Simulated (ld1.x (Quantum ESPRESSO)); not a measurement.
**Ti: ultrasoft pseudisation with PBE, fully relativistic reference atom.**

```
Element                 : titanium (Ti)
Generator               : ld1.x (Quantum ESPRESSO) 7.5
Type                    : ultrasoft
Functional              : PBE
Relativity              : fully relativistic
Frozen core             : [Ar]
Valence charge          : 4
Reference configuration : 3d1 4s0 4p0 (charge +3)
Partial waves           : 4s (bound, empty): rcut 1.95, rcutus 2.45 bohr; 4s channel at -0.65 Ry: rcut 1.95, rcutus 2.45 bohr; 4p (bound, empty): rcut 1.55, rcutus 2.05 bohr; 4p channel at -0.65 Ry: rcut 1.55, rcutus 2.05 bohr; 3d (bound): rcut 1.20, rcutus 1.58 bohr; 3d channel at 1.45 Ry: rcut 1.20, rcutus 1.58 bohr
Local potential         : all-electron potential smoothed inside 1.15 bohr (lloc = -1)
Core correction         : none
Augmentation charge     : PSQ, inside the norm-conserving radii
```

Open shells are filled in proportion to 2j + 1 (rel_dist='average').

* Cutoffs needed: 35 Ry and 45 Ry (the cutoffs (Ry, on a coarse ladder) from which the occupation-weighted sum of valence levels, in a spherical-Bessel basis at the reference potential, stays within 10 and 1 mRy of its value at 400 Ry)
* Ghost test: ghost states, extra bound levels that the all-electron valence spectrum of the same l lacks: s at -186.9 eV, p1/2 at -71.1 eV, p3/2 at -70.5 eV; a true bound ghost makes a file unfit for plane-wave use (spherical-Bessel basis up to 400 Ry, 20 bohr box)
* Configuration tests: test run stopped at test 1 of 7 (negative rho)
* Lowest eigenvalue of the overlap operator: 0.20 (d3/2 channel)
* Density cutoff estimated by the generator: 296 Ry
